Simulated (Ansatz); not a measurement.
Cost and result for the atomization energy of BFH$_{2}$OSiZn (`F[B]1O[SiH2][Zn]1`) (7 atoms, 7 bonds).

Total charge 0; spin multiplicity 1. For Zn the d shell is correlated and the shells below it are frozen. Scalar relativity is left out up to krypton. The structure was optimised at the PBE0-D4/def2-TZVP level. Program: Ansatz. All runs use 4 threads of an Arm Neoverse V2 on a shared host. Times are those of one run each, without the atoms' runs, and a repeat can differ threefold. Electronic energies, without spin–orbit coupling; frozen cores. CCSD(T)/CBS adds CCSD(T) − MP2 in def2-TZVPP to the MP2 limit, and its time is that of the two runs behind it. T1 = 0.019. With those shells the extrapolation isn't a true limit. B3LYP takes the VWN-RPA correlation (the form of Gaussian; ORCA's B3LYP/G). HSE06 is the plane-wave form, built on full-range PBE exchange.

CCSD(T)/CBS is a level of theory with its own doubt, some kJ/mol a heavy atom from the limit and from the frozen cores, so smaller differences don't rank the functionals.

```csv
level,functions,wall time,atomization (kcal/mol),difference from CCSD(T)/CBS,per bond
BLYP-D4/def2-TZVPP,227,2.3 s,561.6,0.3,0.0
revPBE-D4/def2-TZVPP,227,2.4 s,559.1,-2.2,-0.3
PBE-D4/def2-TZVPP (with forces),227,2.5 s,579.0,17.7,2.5
HSE06-D4/def2-TZVPP,227,3.9 s,563.4,2.1,0.3
BHLYP-D4/def2-TZVPP,227,4 s,537.1,-24.2,-3.5
CCSD(T)/def2-SVP,101,5.5 s,524.8,-36.5,-5.2
B3LYP-D4/def2-TZVPP (with forces),227,5.5 s,558.4,-2.9,-0.4
r2SCAN-D4/def2-TZVPP (with forces),227,6 s,573.5,12.2,1.7
B2PLYP/def2-TZVPP,227,6.5 s,555.6,-5.7,-0.8
ωB97M-V/def2-TZVPP (with forces),227,13 s,565.7,4.4,0.6
MP2/def2-QZVPP,401,20 s,577.3,16.0,2.3
CCSD(T)/def2-TZVPP,227,2.3 min,544.8,-16.5,-2.4
CCSD(T)/CBS(def2),–,2.6 min,561.3,0.0,0.0
```

The D4 term adds +6.3 kcal/mol with B3LYP and +3.3 kcal/mol with PBE0; it sums over pairs of atoms, weighted by their polarisabilities, and B3LYP, whose exchange is more repulsive, gets the larger term. From r2SCAN to r2SCAN0 (25 % exact exchange), in def2-TZVPP and without D4, the atomization energy moves by −16.7 kcal/mol: exact exchange takes away binding that semilocal exchange gives to molecules. At CCSD(T), def2-SVP lies −36.5 kcal/mol from the extrapolated value and def2-TZVPP −16.5 kcal/mol: correlation converges slowly with the basis, and small sets miss more of it in the bonded molecule than in its fragments.
